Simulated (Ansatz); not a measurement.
A short molecular-dynamics run on Tl₃⁺.

```yaml
crystal:
  periodic: [false, false, false]
  atoms:
    - {symbol: Tl, position_ang: [-1.051634, 0.017392, -1.872449]}
    - {symbol: Tl, position_ang: [1.636756, 1.351936, 0.324775]}
    - {symbol: Tl, position_ang: [-0.585132, -1.369327, 1.547674]}
basis:
  gaussian: {orbitals: def2-SVP}
total_charge: 1
magnetization: {spin_polarized: true, initial_magnetization: 0}
hamiltonian: {xc: {name: BLYP}, dispersion: d3bjatm}
md: {timestep: 1 fs, n_steps: 15, ensemble: nvt_langevin, temperature: 300, initial_velocities: maxwell_boltzmann, friction: 0.01, seed: 717}
scf: {omitted_lower_state_checks: [starts]}
```

```sh
$ ansatz run in.yaml --threads 4 --pin off --events-out ev --progress --plain --max-ram 3916MiB
```

```csv
step,time (fs),potential energy (eV),kinetic (eV),T (K)
0,0.0,-14077.7509,0.0776,200
1,1.0,-14077.7508,0.0736,190
2,2.0,-14077.7506,0.0721,186
3,3.0,-14077.7505,0.0703,181
4,4.0,-14077.7504,0.0856,221
5,5.0,-14077.7502,0.0889,229
6,6.0,-14077.7501,0.0928,239
7,7.0,-14077.7499,0.0893,230
8,8.0,-14077.7497,0.0971,251
9,9.0,-14077.7496,0.1176,303
10,10.0,-14077.7494,0.1185,306
11,11.0,-14077.7491,0.1146,296
12,12.0,-14077.7489,0.1201,310
13,13.0,-14077.7487,0.1171,302
14,14.0,-14077.7484,0.1238,319
15,15.0,-14077.7481,0.1335,344
```

Velocities are drawn at the set temperature; a run this short doesn't reach equilibrium. Under Langevin dynamics the printed temperature counts 3N degrees of freedom, so it starts below the set value.

In the def2 sets Tl takes a core potential; there is no spin–orbit coupling. The unrestricted singlet has broken spin symmetry (⟨S²⟩ up to 0.43).

Frames (Å, forces in eV/Å):

```xyz
3
time=0.0 fs
Tl   -1.052    0.017   -1.872   -0.021    0.003   -0.041
Tl    1.637    1.352    0.325    0.049    0.048   -0.004
Tl   -0.585   -1.369    1.548   -0.029   -0.051    0.045
3
time=1.0 fs
Tl   -1.052    0.018   -1.872   -0.042   -0.005   -0.066
Tl    1.636    1.351    0.326    0.050    0.034    0.024
Tl   -0.584   -1.369    1.546   -0.007   -0.029    0.041
3
time=2.0 fs
Tl   -1.052    0.018   -1.872   -0.043   -0.004   -0.067
Tl    1.635    1.350    0.327    0.051    0.034    0.024
Tl   -0.583   -1.368    1.545   -0.008   -0.030    0.043
3
time=3.0 fs
Tl   -1.052    0.018   -1.872   -0.043   -0.004   -0.069
Tl    1.634    1.349    0.328    0.052    0.035    0.024
Tl   -0.582   -1.368    1.543   -0.008   -0.032    0.045
3
time=4.0 fs
Tl   -1.052    0.019   -1.873   -0.044   -0.003   -0.071
Tl    1.634    1.348    0.329    0.053    0.036    0.024
Tl   -0.580   -1.367    1.542   -0.009   -0.033    0.047
3
time=5.0 fs
Tl   -1.052    0.019   -1.873   -0.045   -0.003   -0.073
Tl    1.633    1.347    0.331    0.054    0.038    0.024
Tl   -0.579   -1.367    1.541   -0.009   -0.035    0.049
3
time=6.0 fs
Tl   -1.052    0.020   -1.873   -0.046   -0.002   -0.075
Tl    1.632    1.345    0.332    0.055    0.039    0.024
Tl   -0.577   -1.366    1.539   -0.010   -0.036    0.051
3
time=7.0 fs
Tl   -1.052    0.021   -1.873   -0.046   -0.002   -0.076
Tl    1.632    1.344    0.333    0.057    0.040    0.024
Tl   -0.576   -1.365    1.537   -0.010   -0.038    0.052
3
time=8.0 fs
Tl   -1.053    0.021   -1.873   -0.048   -0.003   -0.078
Tl    1.632    1.343    0.334    0.059    0.042    0.025
Tl   -0.574   -1.365    1.536   -0.011   -0.039    0.053
3
time=9.0 fs
Tl   -1.053    0.022   -1.873   -0.049   -0.003   -0.079
Tl    1.631    1.342    0.335    0.061    0.043    0.025
Tl   -0.572   -1.364    1.534   -0.012   -0.041    0.054
3
time=10.0 fs
Tl   -1.053    0.022   -1.873   -0.050   -0.003   -0.081
Tl    1.631    1.341    0.335    0.063    0.045    0.025
Tl   -0.570   -1.363    1.532   -0.013   -0.042    0.056
3
time=11.0 fs
Tl   -1.053    0.023   -1.873   -0.050   -0.003   -0.082
Tl    1.631    1.340    0.336    0.064    0.047    0.025
Tl   -0.569   -1.362    1.530   -0.014   -0.044    0.057
3
time=12.0 fs
Tl   -1.053    0.024   -1.873   -0.051   -0.003   -0.084
Tl    1.630    1.339    0.337    0.066    0.048    0.025
Tl   -0.567   -1.361    1.528   -0.015   -0.046    0.059
3
time=13.0 fs
Tl   -1.053    0.025   -1.873   -0.052   -0.002   -0.086
Tl    1.630    1.338    0.338    0.068    0.050    0.025
Tl   -0.565   -1.360    1.526   -0.016   -0.048    0.061
3
time=14.0 fs
Tl   -1.054    0.026   -1.873   -0.053   -0.002   -0.087
Tl    1.629    1.337    0.339    0.070    0.052    0.025
Tl   -0.563   -1.359    1.524   -0.017   -0.049    0.062
3
time=15.0 fs
Tl   -1.054    0.027   -1.873   -0.054   -0.002   -0.089
Tl    1.629    1.336    0.340    0.072    0.053    0.025
Tl   -0.561   -1.358    1.521   -0.018   -0.051    0.064
```

It took 84 s on 4 threads of Arm Neoverse V1 on a shared host.
